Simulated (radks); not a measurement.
The arsenic ion As+, 32 electrons, occupied as [Ar] 3d9 4s2 4p3 (not the ground configuration). Method: Dirac Kohn-Sham, exchange-only PBE, spin-unpolarised, spherical densities, finite nucleus; open shells fill j = l - 1/2 first; Fermi nuclear charge, rms radius 4.0968 fm; computed with a radial shooting solver on a logarithmic mesh with Libxc functionals. Some entries of the table are withheld. Estimate them.

| orbital | occ. | eigenvalue (eV) | <1/r> (bohr^-1) |
|---|---|---|---|
| 1s1/2 | 2 | -11738.71 | 33.47 |
| 2s1/2 | 2 | -1509.392 | 7.416 |
| 2p1/2 | 2 | -1351.009 | 7.379 |
| 2p3/2 | 4 | -1314.449 | 7.165 |
| 3s1/2 | 2 | -210.3932 | (1) |
| 3p1/2 | 2 | (2) | 2.295 |
| 3p3/2 | 4 | (3) | 2.244 |
| 3d3/2 | 4 | -60.6838 | (4) |
| 3d5/2 | 5 | -59.9100 | (5) |
| 4s1/2 | 2 | -25.0639 | 0.7407 |
| 4p1/2 | 2 | (6) | 0.6077 |
| 4p3/2 | 1 | (7) | 0.5960 |

Answer. 
(1) 3s1/2 <1/r> (bohr^-1): 2.414
(2) 3p1/2 eigenvalue (eV): -157.0881
(3) 3p3/2 eigenvalue (eV): -151.9437
(4) 3d3/2 <1/r> (bohr^-1): 1.969
(5) 3d5/2 <1/r> (bohr^-1): 1.956
(6) 4p1/2 eigenvalue (eV): -14.4717
(7) 4p3/2 eigenvalue (eV): -14.0737
